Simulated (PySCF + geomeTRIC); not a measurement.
Species: H4NSi, SMILES `N[SiH2]` (charge 0, multiplicity 2).

### Question
Give a relaxed geometry from PBE0-D4/def2-TZVP (PySCF + geomeTRIC).

### Answer
Several could match; the one computed here: the end point of this relaxation, one of several conformers (outside a Z-matrix the atoms follow the SMILES, hydrogens last).
Z-matrix (Å, degrees):
```
N
H 1 1.0078
H 1 1.0078 2 110.90
Si 1 1.7249 2 119.88 3 -146.56
H 4 1.4933 1 107.25 2 -48.88
H 4 1.4934 5 110.48 1 116.57
```
